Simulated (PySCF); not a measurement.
Computed shifts of a molecule C5H10O, PBE/pcSseg-1 run with PySCF, GIAO, gas phase, equivalent atoms averaged, in ppm (number of nuclei): ¹³C: 158.7 (1), 93.0 (1), 82.7 (1), 26.4 (2). ¹H: 6.42 (1), 4.81 (1), 4.36 (1), 4.02 (1), 1.53 (3), 1.40 (3). References: ¹³C against TMS (σ = 182.0 ppm); ¹⁷O against H2O (σ = 334.3 ppm); ¹H against TMS (σ = 31.49 ppm), references at their B3LYP-D3(BJ)/def2-TZVP geometries, non-relativistic. The structure is a stationary point at B3LYP-D3(BJ)/def2-SVP. Other conformers were not sampled.

**Question.** Identify the compound among the candidates.
(A) CC(C)(C)C=O
(B) CCOC1CC1
(C) C=C[C@H](C)CO
(D) C=COC(C)C

**Answer.** D, C=COC(C)C
